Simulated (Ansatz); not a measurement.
Reaction (silylene formation by 1,1-elimination): `F[SiH2][GaH2]` → `[F][GaH2]` + `[SiH2]`

Gas-phase electronic energies from Ansatz, PBE0-D4/def2-TZVP geometries. CCSD(T)/CBS is the MP2 limit (def2-TZVPP, def2-QZVPP) plus CCSD(T) − MP2 in def2-TZVPP, frozen cores. This one scheme is used for every species. Functionals use def2-TZVPP. For Ga outer-core shells are correlated without core-valence functions, which leaves a few kJ/mol of doubt a bond. Scalar relativity is left out up to krypton.

Is it downhill or uphill in electronic energy at CCSD(T)/CBS, and by how much? (Estimate.)

Computed: Uphill: ΔE = +64.6 kcal/mol.

What do these levels give: LDA (SPW92), PBE-D4, CAM-B3LYP-D4, ωB97M-V, BHLYP, CCSD(T)/def2-TZVPP? (Estimate.)

Ansatz gave: LDA (SPW92) 71.7, PBE-D4 65.2, CAM-B3LYP-D4 64.3, ωB97M-V 62.4, BHLYP 63.5, CCSD(T)/def2-TZVPP 61.7 kcal/mol.

Largest T1 diagnostic among the species: 0.014.

Leaving LDA and LC-ωPBE aside and taking each functional with its dispersion term where it has one, the values, not all of them listed here, spread over 9.3 kcal/mol, from BLYP-D4 to r2SCAN0-D4. LDA lies +7.9 kcal/mol from PBE without D4. At CCSD(T), def2-SVP lies −10.8 kcal/mol from the extrapolated value and def2-TZVPP −2.9 kcal/mol.
